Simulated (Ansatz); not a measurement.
Basis-set series for C2H6GaN (`C=[C](N)[GaH2]`). The species carries charge 0 and has multiplicity 1. Geometry: relaxed with PBE0-D4/def2-TZVP. It is one conformer, not always the lowest.

```csv
functional,basis,functions,energy (Eh),HOMO (eV),LUMO (eV)
PBE0-D4,def2-SVP,104,-2058.62896,-5.93,-1.51
PBE0-D4,def2-QZVPP,440,-2059.07920,-6.14,-1.62
ωB97M-V,def2-SVP,104,-2058.86150,-8.09,0.21
ωB97M-V,def2-QZVPP,440,-2059.31685,-8.31,-0.02
```

(1) Give the rows for def2-TZVPP. (An estimate is asked.)

Results:

(1) The calculation gave: 
```
functional       basis  functions  energy (Eh)  HOMO (eV)  LUMO (eV)
   PBE0-D4  def2-TZVPP        225  -2059.02754      -6.10      -1.59
   ωB97M-V  def2-TZVPP        225  -2059.26675      -8.28       0.12
```

Positive LUMOs are unbound and depend on the basis. Scalar relativity is left out up to krypton.

Computed with Ansatz.
